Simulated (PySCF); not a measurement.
A structure optimised at B3LYP-D3(BJ)/def2-TZVP, used in a PySCF frequency run:

```xyz
3

Sc     0.0000     0.0000     0.7329
Cl     0.0000    -1.8484    -0.4526
Cl     0.0000     1.8484    -0.4526
```
Charge +1, spin multiplicity 1.

Q: Write its SMILES, formula and point group.

A: [Cl][Sc+][Cl], Cl2Sc, C2v

Q: What are its rotational constants (standard atomic weights)?

A: 13.071, 2.0862, 1.7991 GHz
